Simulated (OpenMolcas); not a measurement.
# neutral silicon: CASPT2 settings compared

- Program: OpenMolcas
- Basis: ANO-R3 [6s5p4d2f1g]
- Scalar Hamiltonian: X2C, finite nucleus
- Active space: 2 electrons in 3 orbitals (3p)
- State averaging: 2S+1 = 3 even, 3 roots; 2S+1 = 1 even, 6 roots
- Spin-orbit coupling: RASSI with atomic mean-field integrals over the reference wave functions, term energies averaged over their components

Methods on the same reference wave functions:
A. CASSCF
B. SS-CASPT2, IPEA 0.6 Eh, no level shift (closed shells correlated: 2s 2p 3s)
C. SS-CASPT2, IPEA 0.4 Eh, sigma2 regulariser 0.05 Eh (closed shells correlated: 2s 2p 3s)
D. SS-CASPT2, IPEA 0.6 Eh, sigma2 regulariser 0.3 Eh (closed shells correlated: 2s 2p 3s)

Energies in cm⁻¹ above 3s² 3p² ³P₀, the measured ground level; measured values from NIST Handbook of Basic Atomic Spectroscopic Data.

| Level | A | B | C | D | Measured |
| --- | --- | --- | --- | --- | --- |
| 3s² 3p² ³P₀ | 0.0 | 0.0 | 0.0 | 0.0 | 0.0 |
| 3s² 3p² ³P₁ | 66.1 | 66.7 | 66.7 | 66.7 | 77.1 |
| 3s² 3p² ³P₂ | 194 | 195 | 195 | 195 | 223 |
| 3s² 3p² ¹D₂ | 8784 | 6170 | 6190 | 6170 | 6299 |
| 3s² 3p² ¹S₀ | 21494 | 15690 | 15510 | 15690 | 15394 |

Deviations, from unrounded energies. A percentage is the sum of absolute deviations over the sum of measured energies, with the sign that they share, or ± where signs differ.

```json
{"Against measurement": "mean absolute deviation (cm-1)", "Levels": "4", "A": "2200", "B": "120", "C": "66", "D": "120"}
{"Against measurement": "fine structure of the ground term (%)", "Levels": "2", "A": "-13.2", "B": "-13.0", "C": "-13.0", "D": "-13.0"}
{"Against measurement": "other terms of the ground configuration (%)", "Levels": "2", "A": "+39.6", "B": "±2.0", "C": "±1.0", "D": "±2.0"}
```

C lies closest to measurement on these levels and A furthest from it. The largest miss of C in the table is 3s² 3p² ¹S₀, by +120 cm-1. The ranking rests on the paired levels alone, and a cruder setting can come out closer through cancelling errors.

Among B to D the level of the table that moves most is 3s² 3p² ¹S₀, by 180 cm-1 (lowest in C, highest in D). Moves below CASPT2's spread within the term are not significant.

The mean deviations of B to D differ by less than CASPT2's widest spread within a term (160 cm-1), so their order carries little weight.

From A to B the spin-free energies of the other terms of 3s² 3p² shown, above ³P, scale by factors of 0.70 to 0.73.

The lowest spin-free term lies below A's lowest term by 0.331 hartree in B, 0.335 hartree in C, 0.331 hartree in D.

CASPT2 breaks the degeneracy within a term, and the mean is taken; among the terms shown or strongly mixed into the levels shown the widest spread is 160 cm-1 (3s² 3p² ¹D, D). With the s shell closed, the reference lacks s² → p² mixing. Without dynamic correlation excited terms often stand tens of per cent too high (terms of higher spin than the ground term too low), and those without a measured partner can miss by more than the paired ones (holds for A). Measured partners are found by configuration, term and J. A level has none where our copy of the source lacks it or the pairing is in doubt (some pairs that miss far off the trend of their configuration count as doubtful), and it then counts in no deviation. Only configurations of the active space appear.
